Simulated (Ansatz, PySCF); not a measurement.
Isomers of H6B3N. All species are isolated molecules in the gas phase. One relaxed conformer stands for each flexible species; it need not be the lowest. Strings in code marks are SMILES.

Quantity: vertical ionisation energy (energy after one electron is removed minus that of the parent at the parent's geometry), in eV.

Level 1: PBE/6-31G* // B3LYP-D3(BJ)/def2-TZVP (PySCF)
Level 2: minus the HOMO energy of HF/STO-3G // B3LYP-D3(BJ)/def2-TZVP (PySCF)
Level 3: minus the HOMO energy of SVWN5/6-31G* // B3LYP-D3(BJ)/def2-TZVP (PySCF)
Level 4: HF/cc-pVTZ // B3LYP-D3(BJ)/def2-TZVP (Ansatz, an electronic-structure program)

```
species   level 1  level 2  level 3  level 4
--------  -------  -------  -------  -------
`BB(B)N`     9.10     8.75     5.84     8.78
`BBNB`      10.09    10.12     6.67     9.97
`BBBN`       9.25     9.18     6.05     9.25
```
